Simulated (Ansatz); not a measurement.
`O[Si](F)([SiH3])I` + `O[SiH2][SeH]` → `O[SiH2][Se][SiH3]` + `O[SiH](F)I`  (cleavage of the Si–Si bond)

Computed with Ansatz on PBE0-D4/def2-TZVP structures; ΔE is electronic, products minus reactants. CCSD(T)/CBS is the MP2 limit (def2-TZVPP, def2-QZVPP) plus CCSD(T) − MP2 in def2-TZVPP, frozen cores. Functionals use def2-TZVPP. B3LYP here is the variant with VWN-RPA as its local correlation; programs differ in this. def2 core potentials past Kr. For I, Se outer-core shells are correlated without core-valence functions, which leaves a few kJ/mol of doubt a bond. Scalar relativity is left out up to krypton. Each species was taken in one conformer, which may not be the lowest.

Is it downhill or uphill in electronic energy at CCSD(T)/CBS, and by how much? (Best estimate.)

Ansatz gave: Downhill: ΔE = -69.0 kJ/mol.

What do these levels give: PBE0-D4, B3LYP-D4, ωB97M-V, PBE, r2SCAN, HF/def2-TZVPP, MP2/def2-TZVPP, SCS-MP2/def2-TZVPP, CCSD/def2-TZVPP, MP2/def2-QZVPP, SCS-MP2/def2-QZVPP, CCSD/CBS(def2)? (An estimate is asked.)

Ansatz gave: PBE0-D4 -60.7, B3LYP-D4 -60.9, ωB97M-V -69.3, PBE -53.8, r2SCAN -64.1, HF/def2-TZVPP -74.6, MP2/def2-TZVPP -77.1, SCS-MP2/def2-TZVPP -74.9, CCSD/def2-TZVPP -67.0, MP2/def2-QZVPP -78.6, SCS-MP2/def2-QZVPP -76.2, CCSD/CBS(def2) -69.5 kJ/mol.

Largest T1 diagnostic among the species: 0.011.

From PBE to PBE0 (25 % exact exchange), in def2-TZVPP and without D4, ΔE moves by −6.7 kJ/mol.
